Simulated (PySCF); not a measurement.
# What a mistake does to a calculation on C2GeH10Si

All numbers below are calculated, not measured. They come from PySCF 2.14.0, an open-source quantum chemistry program, on an isolated molecule that a program drew, which may never have been made. The molecule is C2GeH10Si (charge 0, singlet), drawn as the SMILES string `CC[SiH2][GeH3]`.

Each row is a Hartree-Fock (HF) and frozen-core CCSD(T) single point in the cc-pV(D+d)Z basis, meant for a local HF minimum. Run 1 is clean. Each other run has one planted mistake out of seven kinds, and not every kind appears here: one electron removed, one electron added, multiplicity raised by two, geometry at a saddle point, minimal basis STO-3G, one bond length entered in bohr, all coordinates scaled. The reference is restricted for singlets and unrestricted otherwise, and also for a bond in bohr. Adding or removing an electron swaps singlet and doublet. Electrons count all cores. HOMO and LUMO are orbital energies over both spins, the gradient is its largest component, and the lowest frequency (negative if imaginary) is given only where the gradient is small. Bond lengths are over the 13 bonds as drawn. T1 is the CCSD diagnostic: over 0.02 (restricted) or 0.045 (unrestricted) a single reference is doubtful. Germanium has the cc-pVDZ-PP basis, with a core potential (ECP10MDF) in place of its 10 inner electrons, and its 3s, 3p and 3d shells are frozen in CCSD(T).

Geometry of the clean run:
```xyz
14
C2GeH10Si, angstrom
C    -1.0227    0.3785    1.2091
C     0.5069    0.3946    1.3251
Si    1.3429   -1.3046    1.3100
Ge    0.9843   -2.5076   -0.7462
H    -1.3514   -0.0639    0.2652
H    -1.4786   -0.1976    2.0184
H    -1.4317    1.3904    1.2550
H     0.9390    0.9932    0.5158
H     0.8035    0.8914    2.2556
H     0.8316   -2.1341    2.4319
H     2.8069   -1.1361    1.4950
H    -0.4983   -2.8484   -0.9536
H     1.7741   -3.8236   -0.7459
H     1.4465   -1.6782   -1.9537
```

```
run  electrons  basis functions  <S^2>  HOMO (eV)  LUMO (eV)  gradient (hartree/bohr)  lowest frequency (cm^-1)  mean bond (Å)  longest bond (Å)      T1  HF (hartree)  CCSD(T) (hartree)                          mistake
  1         68              124  0.000     -10.36       3.66                  9.2e-06                        63         1.4526             2.409  0.0099    -663.87441         -664.46224                         no fault
  2         68              124  0.702     -10.41       2.78                  1.9e-02                         -         1.5274             2.409  0.0518    -663.74794         -664.33355  one bond length entered in bohr
  3         69              124  0.760       2.75       8.49                  3.6e-02                         -         1.4526             2.409  0.0196    -663.75542         -664.36815               one electron added
  4         68              124  2.012      -3.29      -2.06                  5.0e-02                         -         1.4526             2.409  0.0176    -663.63045         -664.21519       multiplicity raised by two
  5         67              124  0.758     -16.45      -8.14                  8.4e-02                         -         1.4526             2.409  0.0174    -663.53488         -664.10323                                ?
```

**Which mistake was planted in run 5, and what did it cost?**

It counts 67 electrons, one fewer than the clean run, at the same geometry and basis. So the mistake is: one electron removed. Subtracting run 1 and multiplying by 627.51 kcal/mol a hartree, the energy moved by 213.1 kcal/mol in HF and 225.3 kcal/mol in CCSD(T).

Cautions from the logs. Run 2: T1 is over the limit, so its CCSD(T) energy is less reliable; run 3: the HOMO is above zero, so the electron isn't bound and the energy depends on the basis.
